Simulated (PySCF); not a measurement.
## A series of derivatives of C[Si]1(P)CC[SiH2]O1

Parent skeleton `[CH3:1][Si:2]1([PH2:3])[CH2:4][CH2:5][SiH2:6][O:7]1`; one hydrogen on atom 5 is replaced by X. Hydrogens on one atom are averaged.

[PySCF: GFN2-xTB structure; σ from GIAO-PBE0/pcSseg-1; equivalent nuclei averaged; no relativistic terms; gas phase; one conformer]

Scale: 13C (σ = 186.93 ppm), 29Si (σ = 349.16 ppm), 1H (σ = 31.72 ppm) vs TMS; 31P (σ = 318.38 ppm) against H3PO4; 17O (σ = 336.08 ppm) vs H2O (reference shieldings calculated alike).

Question: Give δ (ppm) for X = CH2OH, OSiH3, CH3, OCHO, OCH3, ethynyl, C2H5, CHO.

Answer: 
```
      X                              SMILES   C1   Si2      P3    C4    C5    Si6    O7  H(C1)  H(P3)
  CH2OH       C[Si@@]1(P)C[C@H](CO)[SiH2]O1  3.1  43.1  -272.1  17.4  34.8   -1.6  66.4   0.35   1.32
  OSiH3  C[Si@@]1(P)C[C@H](O[SiH3])[SiH2]O1  3.5  41.1  -266.4  26.6  70.2   -4.8  50.5   0.43   1.51
    CH3       C[C@@H]1C[Si@@](C)(P)O[SiH2]1  3.6  41.5  -284.2  30.3  21.4   -3.6  68.7   0.43   0.89
   OCHO     C[Si@@]1(P)C[C@H](OC=O)[SiH2]O1  8.2  23.4  -288.2  22.6  67.8  -48.4  90.4   0.32   1.07
   OCH3      CO[C@@H]1C[Si@@](C)(P)O[SiH2]1  8.6  43.2  -289.4  25.7  78.6   -8.9  48.5   0.50   1.05
ethynyl     C#C[C@@H]1C[Si@@](C)(P)O[SiH2]1  5.1  42.1  -276.5  22.5  15.2   -1.9  65.5   0.58   1.29
   C2H5      CC[C@@H]1C[Si@@](C)(P)O[SiH2]1  8.2  42.8  -290.0  22.5  28.7   -3.1  62.0   0.47   1.00
    CHO     C[Si@@]1(P)C[C@@H](C=O)[SiH2]O1  8.8  47.9  -285.4  17.7  51.6  -17.4  54.9   0.89   1.10
```

Question: Which position responds most, and to which substituents?

Answer: C5: from 15.2 ppm with ethynyl to 78.6 ppm with OCH3.

Experimental scales use liquid or dissolved standards, which lie at an offset from isolated H3PO4 and H2O (liquid H2O: subtract about 36 ppm).
